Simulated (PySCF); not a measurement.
Stepwise substitution at one centre (B Br-H). Isolated molecules, 0 K electronic values unless said otherwise. Strings in code marks are SMILES.

The S1–T1 gap (TDA) from two functionals at the same geometries (PBE0-D4/def2-TZVP), both in PySCF: PBE-D3(BJ)/def2-TZVP and B3LYP-D3(BJ)/def2-TZVP. B3LYP has the VWN-RPA correlation part, as in Gaussian. Excitations are Tamm–Dancoff values on a coarser integration grid. The basis has no diffuse functions, so Rydberg states are missing or too high.

```csv
species,PBE-D3(BJ)/def2-TZVP (eV),B3LYP-D3(BJ)/def2-TZVP (eV)
0 of 3 Br replaced by H (`BrB(Br)Br`),0.17,0.16
1 of 3 Br replaced by H,0.18,0.17
2 of 3 Br replaced by H (`BBr`),0.32,0.30
```

Over these rows, drawn at random from the members with no instability flagged (it was tested for open shells, ions and some series alone), PBE minus B3LYP-D3(BJ): mean +0.01 eV, from +0.01 eV to +0.02 eV.
